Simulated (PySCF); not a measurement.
Substituent effects on chemical shifts

Parent skeleton `[O:1]=[C:2]1[CH2:3][CH2:4][CH2:5][CH2:6][CH2:7]1`; one hydrogen on atom 5 is replaced by X. Hydrogens on one atom are averaged.

Theory: structure optimised with GFN2-xTB, σ from GIAO-PBE0/pcSseg-1, in PySCF (rapidly exchanging positions averaged, no solvent, a single conformation, relativity neglected).

Chemical shifts δ = σref − σ; 17O vs H2O; 13C and 1H against TMS, all at this level.

Parent (X = H): O1 678.9, C2 213.6, C3/C7 45.6, C4/C6 32.3, C5 29.8, H(C3)/H(C7) 2.28, H(C4)/H(C6) 1.87, H(C5) 1.68 ppm. Effects are Δδ = δ(X) − δ(H), positive for deshielding.

Task: Give Δδ (ppm) for X = NHSiH3, cPr, OCH3.

Result: 
```csv
X,SMILES,O1,C2,C3/C7,C4/C6,C5,H(C3)/H(C7),H(C4)/H(C6),H(C5)
NHSiH3,O=C1CCC(N[SiH3])CC1,-4.5,+0.0,-6.5,+5.3,+20.5,+0.28,+0.09,+1.80
cPr,O=C1CCC(C2CC2)CC1,+1.7,+0.7,-0.8,+5.9,+17.7,-0.01,+0.01,-1.27
OCH3,COC1CCC(=O)CC1,-4.7,+0.5,-5.6,+2.7,+47.9,+0.18,+0.13,+1.74
```

Task: Which position responds most, and to which substituents?

Result: H(C5): from -1.27 ppm with cPr to +1.80 ppm with NHSiH3.

Unscaled 17O shifts of doubly bonded oxygen tend to come out too high, by tens of ppm or more. Experimental scales use liquid or dissolved standards, which lie at an offset from isolated H2O (liquid H2O: subtract about 36 ppm).
